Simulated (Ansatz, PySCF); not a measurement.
The same groups moved round the core (benzothiophene boryl+vinyl). All species are isolated molecules in the gas phase. One relaxed conformer stands for each flexible species; it need not be the lowest. Strings in code marks are SMILES.

Quantity: electronic energy of isomers of C10H9BS relative to `Bc1cc2ccc(C=C)cc2s1`, in kcal/mol. The restricted reference of `Bc1c(C=C)ccc2sccc12`, `Bc1c(C=C)sc2ccccc12`, `Bc1cc(C=C)c2ccsc2c1`, `Bc1cc(C=C)c2sccc2c1`, `Bc1cc(C=C)cc2sccc12`, `Bc1cc2cc(C=C)ccc2s1`, `Bc1cc2ccc(C=C)cc2s1`, `Bc1cc2cccc(C=C)c2s1` and `Bc1ccc(C=C)c2ccsc12` is unstable towards unrestricted orbitals.

Level 1: frozen-core MP2/cc-pVDZ // B3LYP-D3(BJ)/def2-SVP (Ansatz, a first-principles code)
Level 2: B3LYP/3-21G // B3LYP-D3(BJ)/def2-SVP (PySCF)
Level 3: M06-2X/6-31G* // B3LYP-D3(BJ)/def2-SVP (PySCF)
Level 4: HF/6-31G* // B3LYP-D3(BJ)/def2-SVP (PySCF)

```tsv
species	level 1	level 2	level 3	level 4
`Bc1cc(C=C)c2ccsc2c1`	4.57	6.77	4.23	4.73
`Bc1cc(C=C)c2sccc2c1`	4.42	6.31	3.88	4.22
`Bc1cc2cc(C=C)ccc2s1`	0.31	0.60	0.28	0.22
`Bc1cc2cccc(C=C)c2s1`	0.13	0.55	0.28	1.02
`Bc1c(C=C)sc2ccccc12`	0.14	-0.17	-0.37	1.27
`Bc1c(C=C)ccc2sccc12`	7.43	10.2	6.83	9.96
`Bc1ccc(C=C)c2ccsc12`	4.22	6.66	3.64	5.12
`Bc1cc(C=C)cc2sccc12`	4.81	6.36	4.06	4.58
```
